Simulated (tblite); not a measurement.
Species: C3H4O3Si.
SMILES: `[SiH2]1C(CC(=O)O1)=O`

Calculated harmonic vibrations of the isolated species, GFN2-xTB (tblite), most abundant isotopes, no scaling. Errors from tens to a few hundred cm⁻¹ against measured bands are possible. Modes of hydrogen on silicon can be 10 to 20 % off.

Harmonic wavenumbers (cm⁻¹): 30.2, 124.1, 320.9, 359.4, 421.6, 457.9, 471.6, 546.9, 563.3, 577.7, 624.7, 658.7, 751.5, 814.4, 835.7, 957.1, 1026.5, 1039.2, 1141.8, 1219.6, 1371.2, 1766.4, 1813.9, 2353.2, 2369.6, 2954.2, 2987.9.

A = 3739, B = 2040, C = 1357 MHz; mass 115.993 u (most abundant isotopes); point group C1, symmetry number 1.

Task: Zero-point energy?

Result: Half the sum of the wavenumbers: 14280 cm⁻¹ = 40.83 kcal/mol.

Task: Entropy at 400 K, 1 bar (ideal gas, RRHO, classical rotation)?

Result: Translation 41.65, rotation 28.71, vibration 23.82: S = 94.2 cal/(mol K).

Task: And Cp and H(400 K) − H(0)?

Result: Cp = 34.16 cal/(mol K), of which vibrations give 26.22 (their classical limit is 27 R = 53.7); H(400 K) − H(0) = 8.26 kcal/mol without the zero-point energy, 5.08 from vibrations.

Task: Blend soft modes into free rotors: weight 1/[1 + (100 cm⁻¹/ν̃)⁴] for the oscillator and the rest for a rotor with moment μB/(μ + B), μ = h/(8π²ν), B = 10⁻⁴⁴ kg m². What vibrational entropy results?

Result: 21.58 cal/(mol K) in place of 23.82, which changes −T·S at 400 K by +0.89 kcal/mol.

Task: How do the functions run with temperature in this model?

Result: 
| T (K) | S (cal/(mol K)) | Cp (cal/(mol K)) | H − H(0) (kcal/mol) | G − H(0) (kcal/mol) | ln q(vib) |
| --- | --- | --- | --- | --- | --- |
| 150 | 70.1 | 16.3 | 1.77 | -8.75 | 1.88 |
| 250 | 80.4 | 24.5 | 3.81 | -16.29 | 3.26 |
| 298.15 | 85.0 | 28.0 | 5.08 | -20.27 | 3.99 |
| 600 | 109.7 | 42.3 | 15.98 | -49.84 | 8.78 |
| 900 | 128.3 | 49.3 | 29.82 | -85.66 | 13.25 |

q(vib) and H(0) count from the zero-point level.

Hindered rotation and anharmonicity are outside this model. The structure is chiral; the term R ln 2 for an equal mix with its mirror image is left out.

The run took 0.45 s of wall time on Arm Neoverse N1, one thread (shared host). This covers the Hessian and the dipole derivatives.
